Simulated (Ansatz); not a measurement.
`[F][Hf]([F])([Br])[Br]` + H–F → `[F][Hf]([F])([F])[Br]` + HBr  (ligand exchange at the Hf–Br bond)

Isolated molecules relaxed with PBE0-D4/def2-TZVP in Ansatz; ΔE leaves out vibrations. CCSD(T)/CBS is the MP2 limit (def2-TZVPP, def2-QZVPP) plus CCSD(T) − MP2 in def2-TZVPP, frozen cores. This one scheme is used for every species. Functionals use def2-TZVPP. def2 core potentials past Kr. For Br, Hf outer-core shells are correlated without core-valence functions, which leaves a few kJ/mol of doubt a bond. Scalar relativity is left out up to krypton.

`[F][Hf]([F])([Br])[Br]`:

Z-matrix (Å, degrees):
```
Hf
F 1 1.883
Br 1 2.486 2 109.4
Br 1 2.486 2 109.4 3 121.9
F 1 1.883 2 108.1 3 -119.0
```

H–F:

Cartesian coordinates in Å:
```
F -0.041 -0.457 -0.026
H 0.041 0.457 0.026
```

`[F][Hf]([F])([F])[Br]`:

```xyz
5

F    -0.625    0.660    1.702
Hf   -0.016    0.105    0.001
F    -1.309    0.584   -1.291
F     1.595    1.013   -0.390
Br    0.356   -2.362   -0.022
```

HBr:

Z-matrix (Å, degrees):
```
Br
H 1 1.420
```

| level | ΔE (kJ/mol) | difference from CCSD(T)/CBS |
| --- | --- | --- |
| LDA (SPW92) | -22.8 | -10.7 |
| BLYP-D4 | -31.9 | -19.8 |
| PBE0-D4 | -16.2 | -4.1 |
| CAM-B3LYP-D4 | -31.5 | -19.4 |
| ωB97M-V | -24.1 | -12.0 |
| B2PLYP | -23.4 | -11.3 |
| revPBE | -28.7 | -16.6 |
| r2SCANh | -21.6 | -9.5 |
| r2SCAN0 | -17.6 | -5.5 |
| CAM-B3LYP | -34.8 | -22.7 |
| LC-ωPBE | -32.8 | -20.7 |
| MP2/def2-SVP | -33.8 | -21.7 |
| CCSD(T)/def2-SVP | -39.3 | -27.2 |
| MP2/def2-TZVPP | -8.4 | 3.7 |
| SCS-MP2/def2-TZVPP | -16.0 | -3.9 |
| CCSD/def2-TZVPP | -17.5 | -5.4 |
| CCSD(T)/CBS | -12.1 | 0 |

Largest T1 diagnostic among the species: 0.014.

The D4 term adds +5.2 kJ/mol with B3LYP and +2.9 kJ/mol with PBE0; it sums over pairs of atoms, weighted by their polarisabilities, and B3LYP, whose exchange is more repulsive, gets the larger term. In def2-TZVPP, CCSD(T) changes the Hartree–Fock value by +4.0 kJ/mol (the triples alone add +1.8 kJ/mol) and MP2 by +11.4 kJ/mol. From r2SCAN to r2SCAN0 (25 % exact exchange), in def2-TZVPP and without D4, ΔE moves by +6.8 kJ/mol.

B3LYP here is the variant with VWN-RPA as its local correlation; programs differ in this.
